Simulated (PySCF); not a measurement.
Cl2Ge, SMILES [Cl][Ge][Cl] (connectivity only; charge and spin as stated), charge +1, multiplicity 2.

Geometry optimised at PBE0-D3(BJ)/def2-TZVP. The multiplicity is an assumed one; other spin states were not compared. The isomer is the one that the SMILES or the coordinates give; other isomers of the formula were not compared.

The numbers are results of PySCF 2.14.0 with TDA-PBE0/def2-SVPD, not measurements.

Vertical excitations. Isolated molecule, no solvent.

**Question.** Estimate the UV-visible absorptions. (Estimate from the structure and the level; the computed values follow.)

**Answer.** 
| state | energy (eV) | λ (nm) | f | main pairs |
|---|---|---|---|---|
| root 1 | 2.40 | 516 | 0.004 | β HOMO→LUMO 98 % |
| root 2 | 2.56 | 485 | 0.000 | β HOMO−1→LUMO 99 % |
| root 3 | 3.18 | 390 | 0.001 | α HOMO→LUMO 7 %, β HOMO−3→LUMO 92 % |
| root 4 | 3.25 | 382 | 0.011 | β HOMO−2→LUMO 97 % |
| root 5 | 3.65 | 339 | 0.016 | α HOMO→LUMO 91 %, β HOMO−3→LUMO 7 % |
| root 6 | 4.60 | 270 | 0.015 | α HOMO−2→LUMO 33 %, β HOMO−4→LUMO 65 % |
| root 7 | 4.89 | 254 | 0.000 | α HOMO−1→LUMO 96 % |
| root 8 | 5.06 | 245 | 0.016 | α HOMO−2→LUMO 36 %, β HOMO−1→LUMO+1 45 %, β HOMO−4→LUMO 17 % |
| root 9 | 5.32 | 233 | 0.000 | β HOMO→LUMO+1 96 % |
| root 10 | 5.42 | 229 | 0.000 | α HOMO−3→LUMO 65 %, β HOMO−3→LUMO+1 32 % |
Unrestricted roots are not spin-pure.
